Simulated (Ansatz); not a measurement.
One change: `C=C[N](C)[GeH3]` becomes `C=C[NH][GeH3]`.

Ansatz, PBE0-D4/def2-TZVP geometries, multiplicity 1. Each molecule was computed in one conformer, which needn't be the lowest.

Scalar relativity is left out up to krypton.

```csv
property,`C=C[N](C)[GeH3]`
size of the dipole moment (B3LYP/def2-TZVPP) / D,1.46
HOMO energy (PBE0/def2-TZVPP) / eV,-5.78
HOMO energy (PBE/def2-TZVPP) / eV,-4.71
HOMO energy (ωB97M-V/def2-TZVPP) / eV,-7.95
HOMO energy (B3LYP/def2-TZVPP) / eV,-5.58
"ideal-gas entropy at 298 K and 1 bar (rigid rotor, harmonic PBE0-D4/def2-TZVP) / J/(mol·K)",358
```

**Question.** What does the change do to each property? (Estimate.)

**Answer.** Ansatz gave: 
```
                                                                                  property  `C=C[NH][GeH3]`  shift
                                          size of the dipole moment (B3LYP/def2-TZVPP) / D             1.33  -0.13
                                                        HOMO energy (PBE0/def2-TZVPP) / eV            -5.92  -0.14
                                                         HOMO energy (PBE/def2-TZVPP) / eV            -4.82  -0.11
                                                     HOMO energy (ωB97M-V/def2-TZVPP) / eV            -8.11  -0.16
                                                       HOMO energy (B3LYP/def2-TZVPP) / eV            -5.72  -0.14
ideal-gas entropy at 298 K and 1 bar (rigid rotor, harmonic PBE0-D4/def2-TZVP) / J/(mol·K)              333    -25
```

The zero-point energy changes by -74.6 kJ/mol with -9 modes. Dipoles are sizes alone; their direction can turn.

B3LYP here is the variant with VWN-RPA as its local correlation; programs differ in this.
